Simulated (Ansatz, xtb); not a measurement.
## H4OSeSi: where a starting geometry ends

The starting geometry of this gas-phase singlet has its atoms placed at random.

```yaml
atoms:
  - { symbol: O, position_ang: [-0.9114, -0.1336, -0.3290] }
  - { symbol: Se, position_ang: [1.0568, 0.0437, -1.7043] }
  - { symbol: Si, position_ang: [0.7078, -1.8917, 0.4853] }
  - { symbol: H, position_ang: [1.3897, -0.2631, 0.4000] }
  - { symbol: H, position_ang: [-0.5925, 0.7597, -0.5600] }
  - { symbol: H, position_ang: [-0.4489, -1.8816, -0.1285] }
  - { symbol: H, position_ang: [0.0359, -0.6480, -2.1111] }
```

Problem. Guess where an optimisation with r2SCAN-D4/def2-SVP ends from this start.

Solution. It ends as `O[SiH2][SeH]`. Distances that change by over a tenth: Se2–H7 (1.30 → 1.47 Å), Si3–H4 (1.77 → 1.49 Å), Si3–H6 (1.31 → 1.48 Å). Contacts that close: O1–Si3 (2.53 → 1.66 Å), Se2–Si3 (2.94 → 2.29 Å).

The energy falls by 8.91 eV over 15 steps:

```csv
step,E − E(last) (eV)
1,8.913
3,6.137
4,5.772
6,4.198
7,2.335
9,0.446
10,0.066
12,0.003
13,0.001
15,0.000
```

Final geometry (Å):

```xyz
7

O    -1.0229    0.0734    0.1553
Se    1.3666   -0.4664   -2.0907
Si    0.3302   -0.8619   -0.0910
H     1.4183   -0.5923    0.8942
H    -0.9077    1.0265    0.0530
H    -0.1571   -2.2600    0.0036
H     0.2099   -0.9340   -2.8720
```

From the same start GFN2-xTB reaches the same bonding as this run.

From so rough a start the end depends on the optimiser's path, so another program may land elsewhere. The end wasn't checked by frequencies. Run with Ansatz 0.2.0, 29 s on 2 threads of Arm Neoverse V1, on a shared host.
